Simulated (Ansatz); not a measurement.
# C2H6Cl2Si (dichlorodimethylsilane): the energy to break a bond

C2H6Cl2Si has 11 atoms, charge 0, and is taken as a singlet. As SMILES, `C[Si](C)(Cl)Cl`. The shape was relaxed beforehand at B3LYP/def2-SVP.

```xyz
11

C    -1.4865    0.2621    0.5745
Si    0.0501    0.4064   -0.4770
C     1.4251   -0.7598    0.0098
Cl   -0.4657    0.0353   -2.4650
Cl    0.7617    2.3644   -0.3517
H    -1.2524    0.4785    1.6294
H    -2.2566    0.9730    0.2381
H    -1.9029   -0.7562    0.5093
H     1.7392   -0.5715    1.0492
H     2.2993   -0.6260   -0.6455
H     1.0886   -1.8062   -0.0709
```

Wanted: the dissociation energy of the H10–C3 bond into doublet H and doublet C2H5Cl2Si (shapes relaxed at B3LYP/def2-SVP, no zero-point term). 1 Eh = 2625.50 kJ/mol = 27.2114 eV. Totals in Eh; open shells run unrestricted unless said.

```tsv
level	program	C2H6Cl2Si	doublet H	doublet C2H5Cl2Si
B3LYP/def2-SVP	Ansatz	-1289.457956	-0.501259	-1288.785913
MP2/def2-SVP, 17 core orbitals frozen	Ansatz	-1287.511240	-1286.843568	-0.499278
CCSD(T)/def2-SVP, 17 core orbitals frozen	Ansatz	-1287.591102	-1286.922684	-0.499278
```

Q: Work out the dissociation energy at each level.

A: 
1. B3LYP/def2-SVP: (-0.501259) + (-1288.785913) − (-1289.457956) = 0.170784 Eh = 448.4 kJ/mol = 4.65 eV.
2. MP2/def2-SVP: (-1286.843568) + (-0.499278) − (-1287.511240) = 0.168394 Eh = 442.1 kJ/mol = 4.58 eV.
3. CCSD(T)/def2-SVP: (-1286.922684) + (-0.499278) − (-1287.591102) = 0.169140 Eh = 444.1 kJ/mol = 4.60 eV.

The levels span 442 to 448 kJ/mol; no measured value is set beside them. A bond enthalpy at 298 K also holds the loss of zero-point energy and thermal terms.
